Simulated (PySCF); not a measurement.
W(NH)2(F)(OSiH3) (FH₅N₂OSiW), SMILES [NH]=[W](=[NH])([F])[O][SiH3], multiplicity 1.

The structure is a stationary point at PBE0-D3(BJ)/def2-SVP. The spin state was assumed, not searched. The def2 effective core potentials stand for the cores of W; spin–orbit coupling is left out. One conformer was computed; it need not be the lowest.

Two levels are set side by side: TDA-PBE/def2-SVPD (PySCF) and TDA-LC-ωPBE/def2-SVPD (PySCF). Vertical, same geometry. The lowest singlet is HOMO→LUMO 85 % with PBE and HOMO→LUMO 79 %, HOMO−1→LUMO+2 12 % with the other functional; states are paired by order. Differences are taken from unrounded values.

```json
[
 {"quantity": "lowest singlet excitation (eV)", "TDA-PBE": "4.68"},
 {"quantity": "lowest triplet excitation (TDA) (eV)", "TDA-PBE": "4.13"}
]
```

### Question
These are the TDA-PBE values. What does TDA-LC-ωPBE give? (Estimate from the structure and the level; the computed values follow.)

### Answer

```tsv
quantity	TDA-LC-ωPBE	TDA-PBE minus TDA-LC-ωPBE
lowest singlet excitation (eV)	5.24	-0.56
lowest triplet excitation (TDA) (eV)	4.42	-0.29
```

Functionals without exact exchange tend to place singlet excitations lower, as here. Differences between two approximate levels are no errors against the true value.

Rough cost on one machine, each run with all the roots and properties that it gave: TDA-LC-ωPBE against TDA-PBE about 4 times.
